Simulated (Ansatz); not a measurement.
`C[O][GeH2][Br]` + HCl → `C[O][GeH2][Cl]` + HBr  (ligand exchange at a Ge–Br bond)

Calculated with Ansatz (gas phase, PBE0-D4/def2-TZVP geometries, no zero-point term in ΔE). CCSD(T)/CBS adds triple-zeta CCSD(T) − MP2 to the extrapolated MP2 energy (def2 sets, frozen cores). This one scheme is used for every species. DFT in def2-TZVPP. HSE06 is defined as in plane-wave codes. For Br, Ge outer-core shells are correlated without core-valence functions, which leaves a few kJ/mol of doubt a bond. Scalar relativity is left out up to krypton. Each species was taken in one conformer, which may not be the lowest.

`C[O][GeH2][Br]`:

Cartesian coordinates in Å:
```
C 1.134 0.878 0.093
O 0.505 -0.141 -0.652
Ge -1.032 -0.768 -0.040
Br -1.665 -2.352 -1.564
H 0.513 1.780 0.169
H 1.395 0.550 1.108
H 2.058 1.145 -0.424
H -0.822 -1.443 1.325
H -2.085 0.351 -0.014
```

HCl:

Cartesian coordinates in Å:
```
Cl -0.389 -0.077 0.502
H 0.389 0.077 -0.502
```

`C[O][GeH2][Cl]`:

Z-matrix (Å, degrees):
```
C
O 1 1.410
H 1 1.092 2 107.7
H 1 1.098 2 112.2 3 118.8
H 1 1.098 2 112.2 3 -118.8
Ge 2 1.768 1 117.7 3 -179.8
Cl 6 2.135 2 104.6 1 178.9
H 6 1.537 2 110.2 1 62.0
H 6 1.537 2 110.3 1 -64.4
```

HBr:

```xyz
2

Br   -0.064    0.081    0.703
H     0.064   -0.081   -0.703
```

| level | ΔE (kJ/mol) | difference from CCSD(T)/CBS |
| --- | --- | --- |
| PBE-D4 | 7.2 | -0.8 |
| BHLYP-D4 | 7.3 | -0.7 |
| ωB97X-V | 5.7 | -2.3 |
| ωB97M-V | 6.2 | -1.8 |
| PBE-QIDH | 7.8 | -0.2 |
| PBE | 6.7 | -1.3 |
| revPBE | 6.6 | -1.4 |
| HSE06 | 7.4 | -0.6 |
| SCS-MP2/def2-QZVPP | 6.9 | -1.1 |
| CCSD/CBS(def2) | 8.0 | 0.0 |
| CCSD(T)/CBS | 8.0 | 0 |

(1) What do rigid-rotor, harmonic-oscillator terms from PBE0-D4/def2-TZVP frequencies (298.15 K, 1 bar) make of the CCSD(T)/CBS value? (An estimate is asked.)

Largest T1 diagnostic among the species: 0.011.

Results:

(1) The calculation gave: ΔZPE = -0.7 kJ/mol, ΔH = +6.8 kJ/mol, ΔS = 0 J/(mol·K), ΔG = +6.8 kJ/mol. Modes under 50 cm⁻¹ make the entropy rough.

At CCSD(T), def2-SVP lies −5.6 kJ/mol from the extrapolated value and def2-TZVPP −1.0 kJ/mol. Leaving LDA and LC-ωPBE aside and taking each functional with its dispersion term where it has one, the values, not all of them listed here, spread over 5.0 kJ/mol, from B97M-V to HSE06-D4.

CCSD(T)/CBS has its own doubt, a few kJ/mol and more with outer-core shells, so smaller differences from it don't rank the levels.
